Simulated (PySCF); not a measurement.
## TlI and its ions

r²SCAN; basis Tl cc-pVDZ-PP with ECP60, I cc-pVDZ-PP with ECP28; scalar-relativistic core potentials; PySCF 2.14. Neutral (UKS): singlet (closed shell), Re = 2.870 Å, ωe = 150 cm⁻¹, De = 3.62 eV, HOMO -6.05 eV, LUMO -2.33 eV.

TlI⁺ (UKS): doublet (π ↑), Re = 3.396 Å, ωe = 69.9 cm⁻¹. The energies at the minima are -468.50120 hartree for TlI and -468.18379 for TlI⁺.

(1) Work out the adiabatic ionisation energy, without and with harmonic zero-point energies (1 hartree = 27.2114 eV, 1 eV = 8065.5 cm⁻¹), and the change of the bond length.

These are scalar-relativistic numbers at best; spin–orbit coupling would shift them, the dissociation energy most. States were picked by a PBE0 search and need not be the measured ground states.

Answers

(1) At r²SCAN: 0.31741 hartree = 8.637 eV between the minima; the zero-point term (69.9 − 150.0)/2 cm⁻¹ = -0.005 eV makes it 8.632 eV. Re changes by +52.6 pm against the neutral. Minus the HOMO energy is 6.05 eV, -2.59 eV from the value between the minima; self-interaction puts the Kohn–Sham level too high, less so with exact exchange. The electron leaves a π orbital, and the ion is left as a loose complex of an ion and an atom.
